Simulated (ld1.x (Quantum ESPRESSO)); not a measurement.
Building the TM potential for As (PBE, scalar-relativistic).

| Item | Value |
| --- | --- |
| Element | arsenic |
| Generator | ld1.x (Quantum ESPRESSO) 7.5 |
| Type | norm-conserving Troullier–Martins (Kleinman–Bylander form) |
| Functional | PBE |
| Relativity | scalar-relativistic |
| Frozen core | [Ar] 3d10 |
| Valence charge | 5 |
| Reference configuration | 4s2 4p3 |
| Partial waves | 4p (bound): rc 2.00 bohr; 4s (bound): rc 1.80 bohr |
| Local potential | the s channel |
| Core correction | a·sin(br)/r model core inside 1.60 bohr |

Poles of the logarithmic derivatives, all-electron (AE) and pseudo (PS). s: poles at 0.6 (AE) and 0.6 (PS) Ry. p: poles at 2.0 (AE) and 2.1 (PS) Ry. Test radius 2.19 bohr.

* Cutoffs needed: 30 Ry and 45 Ry (the cutoffs (Ry, on a coarse ladder) from which the occupation-weighted sum of valence levels, in a spherical-Bessel basis at the reference potential, stays within 10 and 1 mRy of its value at 400 Ry)
* Ghost test: no extra level below or beside the all-electron valence levels (p, s, d, f tested) (spherical-Bessel basis up to 400 Ry, 20 bohr box)
* Largest excitation error: -355 meV (all-electron minus pseudo) for 4s1 4p0, out of 7 test configurations
